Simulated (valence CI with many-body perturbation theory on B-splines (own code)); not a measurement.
# Tb LXI: electric-dipole lines

Computed by valence CI with perturbative core correlation (CI+MBPT): three valence electrons over a frozen Dirac-Fock core [He], radial functions for each j: 11 s, 11 p, 10 d, 8 f, 5 g, 2 h, with the one-electron correlation potential Σ1 (screened to all orders), the two-electron term Σ2, the three-electron term Σ3, Breit, model QED; selected single and double excitations, second order for the rest, scaled by the run's own slope (own B-spline code, finite nucleus).

The last digits are not significant, and no measured levels were compared; by estimate large intervals hold to a few tenths of a per cent, small ones and those within an open d or f shell to about a per cent.

Lines 51 to 100 of 576 in falling wavelength, among levels below 92002 × 10³ cm⁻¹, chosen from the strongest by gf and those to the six lowest levels. Wavelengths and rates use the calculated energies. Electric multipoles are in the length gauge, E1 and E2 with the static RPA response of the core. Weak lines are less certain than strong ones. Lines between different terms over intervals too small for the method are left out, as are lines whose strength nearly cancels. The highest levels of a list are the least certain.

Levels are named by their leading jj configuration (3d3/2^4 stands for four electrons in 3d with j = 3/2), which in mixed levels can hold well under half, so a name can repeat and another be missing. Letters in brackets count levels of one name in rising energy.

| λ vac (Å) | Upper | Lower | A (s⁻¹) | log gf | Branch % |
| --- | --- | --- | --- | --- | --- |
| 96.04 | (2s 2p1/2 4p3/2) J=3/2 [a] | (2s 2p1/2 4s) J=1/2 [a] | 1.00e+11 | -0.26 | 0.1 |
| 95.79 | (2s 2p1/2 4p3/2) J=5/2 | (2s 2p1/2 4s) J=3/2 | 1.05e+11 | -0.06 | 0.2 |
| 95.08 | (2s 2p1/2 4p3/2) J=3/2 [b] | (2s 2p1/2 4s) J=3/2 | 4.19e+10 | -0.64 | 0.0 |
| 81.67 | (2p3/2^2 3d5/2) J=5/2 [a] | (2p3/2^2 3p3/2) J=5/2 | 1.45e+10 | -1.06 | 0.0 |
| 81.20 | (2s 2p1/2 2p3/2) J=3/2 [a] | (2s^2 2p3/2) J=3/2 | 7.28e+08 | -2.54 | 2.7 |
| 75.46 | (2p1/2 2p3/2 3p3/2) J=7/2 | (2s 2p3/2 3p3/2) J=5/2 [b] | 1.72e+10 | -0.93 | 0.0 |
| 65.24 | (2s 2p1/2 2p3/2) J=5/2 | (2s^2 2p3/2) J=3/2 | 6.41e+09 | -1.61 | 99.8 |
| 56.78 | (2s 2p1/2^2) J=1/2 | (2s^2 2p1/2) J=1/2 | 1.70e+10 | -1.78 | 100.0 |
| 54.73 | (2p1/2^2 3p3/2) J=3/2 | (2s 2p1/2 3p3/2) J=1/2 | 6.27e+10 | -0.95 | 0.0 |
| 54.31 | (2p1/2^2 4f7/2) J=7/2 | (2s 2p1/2 4f7/2) J=9/2 | 2.50e+10 | -1.05 | 0.0 |
| 53.76 | (2p1/2^2 2p3/2) J=3/2 | (2s 2p1/2 2p3/2) J=1/2 | 1.13e+10 | -1.71 | 0.4 |
| 53.52 | (2p1/2^2 4d5/2) J=5/2 | (2s 2p1/2 4d5/2) J=7/2 | 3.09e+10 | -1.10 | 0.0 |
| 51.83 | (2p1/2^2 3d5/2) J=5/2 | (2s 2p1/2 3d5/2) J=7/2 | 3.41e+10 | -1.08 | 0.0 |
| 49.37 | (2s 2p1/2 2p3/2) J=1/2 | (2s^2 2p3/2) J=3/2 | 1.36e+10 | -2.00 | 0.4 |
| 49.03 | (2s 2p1/2 2p3/2) J=3/2 [b] | (2s^2 2p3/2) J=3/2 | 9.69e+09 | -1.85 | 0.3 |
| 46.12 | (2p1/2 2p3/2 3d3/2) J=5/2 [b] | (2p1/2 2p3/2 3p1/2) J=3/2 [b] | 1.02e+11 | -0.71 | 0.0 |
| 45.41 | (2s 2p1/2 3d3/2) J=3/2 [b] | (2s 2p1/2 3p1/2) J=1/2 [b] | 1.03e+11 | -0.89 | 0.0 |
| 45.21 | (2p1/2 2p3/2 3d3/2) J=3/2 [b] | (2p1/2 2p3/2 3p1/2) J=3/2 [b] | 1.19e+11 | -0.84 | 0.0 |
| 44.49 | (2s 2p1/2 3d3/2) J=1/2 | (2s 2p1/2 3p1/2) J=1/2 [b] | 1.84e+11 | -0.96 | 0.0 |
| 43.82 | (2p1/2 2p3/2 3d3/2) J=1/2 [b] | (2p1/2 2p3/2 3p1/2) J=3/2 [b] | 1.72e+11 | -1.01 | 0.0 |
| 43.69 | (2s 2p3/2 3d3/2) J=5/2 [a] | (2s 2p3/2 3p1/2) J=5/2 | 1.22e+11 | -0.68 | 0.0 |
| 43.65 | (2p3/2^2 3p3/2) J=5/2 | (2p3/2^2 3s) J=3/2 | 1.52e+11 | -0.59 | 0.1 |
| 43.44 | (2p3/2^2 3p3/2) J=1/2 | (2p3/2^2 3s) J=3/2 | 3.13e+11 | -0.75 | 0.1 |
| 43.34 | (2s 2p3/2 3d3/2) J=5/2 [a] | (2s 2p3/2 3p1/2) J=3/2 [a] | 9.92e+10 | -0.78 | 0.0 |
| 43.32 | (2p1/2 2p3/2 3p3/2) J=3/2 [a] | (2p1/2 2p3/2 3s) J=3/2 [b] | 7.81e+10 | -1.06 | 0.0 |
| 43.31 | (2p3/2^2 3d3/2) J=5/2 | (2p3/2^2 3p1/2) J=5/2 | 1.14e+11 | -0.72 | 0.0 |
| 43.27 | (2p3/2^2 3d3/2) J=3/2 [b] | (2p3/2^2 3p1/2) J=1/2 | 1.91e+11 | -0.67 | 0.0 |
| 43.23 | (2p3/2^2 3d3/2) J=3/2 [a] | (2p3/2^2 3p1/2) J=3/2 | 1.73e+11 | -0.71 | 0.0 |
| 43.13 | (2p3/2^2 3d3/2) J=7/2 | (2p3/2^2 3p1/2) J=5/2 | 2.23e+11 | -0.30 | 0.0 |
| 42.97 | (2p3/2^2 3d3/2) J=5/2 | (2p3/2^2 3p1/2) J=3/2 | 1.03e+11 | -0.77 | 0.0 |
| 42.86 | (2p1/2 2p3/2 3d3/2) J=3/2 [a] | (2p1/2 2p3/2 3p1/2) J=3/2 [a] | 7.64e+10 | -1.07 | 0.0 |
| 42.78 | (2s 2p3/2 3d3/2) J=7/2 | (2s 2p3/2 3p1/2) J=5/2 | 2.05e+11 | -0.35 | 0.0 |
| 42.73 | (2s 2p3/2 3d3/2) J=5/2 [b] | (2s 2p3/2 3p1/2) J=3/2 [b] | 2.22e+11 | -0.44 | 0.0 |
| 42.67 | (2p1/2 2p3/2 3d3/2) J=5/2 [a] | (2p1/2 2p3/2 3p1/2) J=3/2 [a] | 1.68e+11 | -0.56 | 0.1 |
| 42.59 | (2s 2p1/2 3d3/2) J=3/2 [a] | (2s 2p1/2 3p1/2) J=1/2 [a] | 2.10e+11 | -0.64 | 0.1 |
| 42.55 | (2s 2p3/2 3d3/2) J=3/2 [a] | (2s 2p3/2 3p1/2) J=3/2 [a] | 1.92e+11 | -0.68 | 0.0 |
| 42.51 | (2p1/2^2 2p3/2) J=3/2 | (2s 2p1/2 2p3/2) J=5/2 | 6.05e+10 | -1.18 | 2.3 |
| 42.43 | (2p3/2^2 3d3/2) J=1/2 | (2p3/2^2 3p1/2) J=3/2 | 2.28e+11 | -0.91 | 0.0 |
| 42.42 | (2s 2p3/2 3p3/2) J=3/2 [a] | (2s 2p3/2 3s) J=3/2 [a] | 2.75e+11 | -0.53 | 0.1 |
| 42.36 | (2s^2 3d3/2) J=3/2 | (2s^2 3p1/2) J=1/2 | 2.20e+11 | -0.63 | 0.0 |
| 42.32 | (2p1/2 2p3/2 3d3/2) J=7/2 | (2p1/2 2p3/2 3p1/2) J=5/2 | 2.05e+11 | -0.36 | 1.2 |
| 42.29 | (2s 2p1/2 3d3/2) J=5/2 | (2s 2p1/2 3p1/2) J=3/2 | 2.08e+11 | -0.48 | 0.1 |
| 42.17 | (2p3/2^2 3p3/2) J=7/2 | (2p3/2^2 3s) J=5/2 | 3.59e+11 | -0.12 | 0.1 |
| 42.15 | (2p3/2^2 3p3/2) J=5/2 | (2p3/2^2 3s) J=5/2 | 1.82e+11 | -0.54 | 0.1 |
| 42.14 | (2p1/2^2 3d3/2) J=3/2 | (2p1/2^2 3p1/2) J=1/2 | 1.98e+11 | -0.68 | 0.1 |
| 42.10 | (2s 2p1/2 3p3/2) J=3/2 [b] | (2s 2p1/2 3s) J=1/2 [b] | 1.87e+11 | -0.70 | 0.1 |
| 42.05 | (2s 2p3/2 3d3/2) J=1/2 [a] | (2s 2p3/2 3p1/2) J=3/2 [a] | 2.59e+11 | -0.86 | 0.0 |
| 42.02 | (2p1/2 2p3/2 3d3/2) J=3/2 [a] | (2p1/2 2p3/2 3p1/2) J=1/2 | 1.22e+11 | -0.89 | 0.0 |
| 41.87 | (2s 2p3/2 3d3/2) J=1/2 [b] | (2s 2p3/2 3p1/2) J=1/2 | 1.57e+11 | -1.08 | 0.0 |
| 41.86 | (2p1/2 2p3/2 3p3/2) J=1/2 [a] | (2p1/2 2p3/2 3s) J=1/2 | 1.89e+11 | -1.00 | 0.1 |

Question: How does gf follow from A for the line at 53.76 Å?

Answer: gf = 1.4992 × (2J+1)_upper × A / σ², with σ = 1859955 cm⁻¹ and 2J+1 = 4: gf = 0.0196.
